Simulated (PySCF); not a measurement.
C5H5Cl, SMILES ClC1=CC=CC1.

The structure is a stationary point at ωB97X-D3(BJ)/def2-SVP. Other conformers were not sampled.

Two levels are set side by side: TDDFT-PBE/def2-SVPD (PySCF) and TDDFT-LC-ωPBE/def2-SVPD (PySCF). Vertical, same geometry. The lowest singlet is HOMO→LUMO 98 % with PBE and HOMO→LUMO 98 % with the other functional; states are paired by order. Differences are taken from unrounded values.

| quantity | TDDFT-PBE |
|---|---|
| lowest singlet excitation (eV) | 4.51 |
| lowest triplet excitation (TDA) (eV) | 2.93 |
| first bright state (f over 0.05) (eV) | 4.51 |
| its oscillator strength | 0.13 |

Q: These are the TDDFT-PBE values. What does TDDFT-LC-ωPBE give? (The exact figures need the calculation; the answer reports its results.)

A: 
```
quantity                               TDDFT-LC-ωPBE  TDDFT-PBE minus TDDFT-LC-ωPBE
-------------------------------------  -------------  -----------------------------
lowest singlet excitation (eV)                  5.11                          -0.60
lowest triplet excitation (TDA) (eV)            2.93                           0.00
first bright state (f over 0.05) (eV)           5.11                          -0.60
its oscillator strength                         0.14                          -0.01
```

Functionals without exact exchange tend to place singlet excitations lower, as here. Differences between two approximate levels are no errors against the true value.

Rough cost on one machine, each run with all the roots and properties that it gave: TDDFT-LC-ωPBE against TDDFT-PBE about 10 times.
